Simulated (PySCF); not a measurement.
Chlorine: a sound run and one with changed settings

Sound run: Cl⁺ [Ne] 3s2 3p4, Cl²⁺ [Ne] 3s2 3p3. All numbers are calculated (PySCF 2.14, the spin-free X2C one-electron Hamiltonian (Gaussian nucleus), in x2c-SVPall (4s3p1d, 18 functions)). The sound run starts from symmetry-adapted Hartree-Fock orbitals and uses a fine grid where one is needed.

Changed run: radial step 0.8 in ln r (0.13 in the sound run). This setting is unsound on purpose.

```
species  method  sound run (hartree)  changed run (hartree)  converged
    Cl⁺     UHF           -460.28006             -460.28006        yes
    Cl⁺   B3LYP           -460.93419             -460.94650        yes
    Cl⁺  M06-2X           -460.91452             -460.61299        yes
   Cl²⁺     UHF           -459.44513             -459.44513        yes
   Cl²⁺   B3LYP           -460.04853             -460.07844        yes
   Cl²⁺  M06-2X           -460.03420             -459.71804        yes
```

Ionisation energy of Cl⁺:

```csv
method,sound run (eV),changed run (eV)
UHF,22.720,22.720
B3LYP,24.100,23.621
M06-2X,23.955,24.353
```

A coarse radial grid mis-integrates the density and the exchange-correlation energy, with errors of either sign; Hartree-Fock needs no grid.

For comparison, NIST gives 23.814 eV between the lowest levels.
